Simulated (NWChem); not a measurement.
A series in which one site is exchanged, each optimised at PBE0/def2-SVP with NWChem, gas phase unless a solvent is named. def2 effective core potentials on Ag, I; no spin-orbit coupling.

A: [Ag][Ag] (Ag$_{2}$; site = Ag)
B: [Cl][Ag] (AgCl; site = Cl)
C: [Ag][F] (AgF; site = F)
D: [Ag][I] (AgI; site = I)

| quantity | A | B | C | D |
|---|---|---|---|---|
| dipole (D), PBE0/def2-SVP | 0.00 | 5.32 | [?] | 5.00 |
| orbital gap (eV), PBE0/def2-SVP | 3.32 | 4.23 | [?] | 3.61 |
| static polarisability, CAM-B3LYP/def2-SVPD (bohr³) | 91.5 | 39.2 | [?] | 65.3 |
| lowest singlet excitation, CAM-B3LYP/def2-SVPD, TDA (eV) | 3.27 | 3.32 | [?] | 2.76 |

Fill in the missing entries.


- dipole (D), PBE0/def2-SVP, C: 5.33
- orbital gap (eV), PBE0/def2-SVP, C: 4.66
- static polarisability, CAM-B3LYP/def2-SVPD (bohr³), C: 22.2
- lowest singlet excitation, CAM-B3LYP/def2-SVPD, TDA (eV), C: 3.55
